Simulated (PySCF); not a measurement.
tert-butylarsine (C4H11As), SMILES CC(C)(C)[AsH2].

Geometry: PBE-D3(BJ)/def2-SVP.

All values below come from PBE0/def2-TZVP (PySCF).

The molecule is in vacuum.

The total energy is -2394.49802 hartree, the point group is Cs and the highest occupied level is -7.02 eV. The lowest empty level is 0.21 eV, the orbital gap comes out as 7.23 eV and the dipole moment is 1.07 D. The quadrupole, principal values (traceless, Buckingham form, about the centre of nuclear charge) comes out as -2.48, 0.98, 1.50 D·Å, the mean static polarisability comes out as 82.9 bohr³ (12.29 Å³) and the polarisability, principal values comes out as 77.3, 78.1, 93.4 bohr³.
